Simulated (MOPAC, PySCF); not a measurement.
CH₆OSi₂, SMILES `C/[SiH]=[SiH]/O` (Si–Si–O–H torsion 129°), neutral singlet in the gas phase. 

Cartesian coordinates (Å):
```xyz
10

C     -1.8578    -0.5969    -0.1872
Si     0.0005    -0.9009     0.0107
Si     1.1690     0.9067     0.4901
O      2.7342     0.8059     1.0050
H     -2.3806    -0.6117     0.7693
H     -2.0440     0.3616    -0.6734
H     -2.2852    -1.3779    -0.8199
H      0.2472    -2.0196     0.9614
H      1.0175     2.0939    -0.3977
H      3.3993     1.3389     0.5605
```
Charge 0, multiplicity 1.

All levels are single points at this geometry (B3LYP-D3(BJ)/def2-TZVP); Pople sets use spherical d functions. Orbital energies aren't observables, and empty levels follow the basis.

TPSSh-D3(BJ)/def2-TZVP in PySCF gives HOMO (eV) = -5.15.

Estimate the HOMO (eV) from each of these levels: PBE-D3(BJ)/def2-TZVP in PySCF; B3LYP/3-21G in PySCF; B3LYP/6-311+G** in PySCF; B3LYP/LANL2DZ in PySCF; SVWN5/6-31G* in PySCF; HF/3-21G in PySCF; HF/6-31G* in PySCF; PM7 in MOPAC.


```
level                          HOMO (eV)
-----------------------------  ---------
PBE-D3(BJ)/def2-TZVP in PySCF      -4.76
B3LYP/3-21G in PySCF               -5.29
B3LYP/6-311+G** in PySCF           -5.49
B3LYP/LANL2DZ in PySCF             -5.54
SVWN5/6-31G* in PySCF              -4.68
HF/3-21G in PySCF                  -7.26
HF/6-31G* in PySCF                 -7.13
PM7 in MOPAC                       -7.97
```
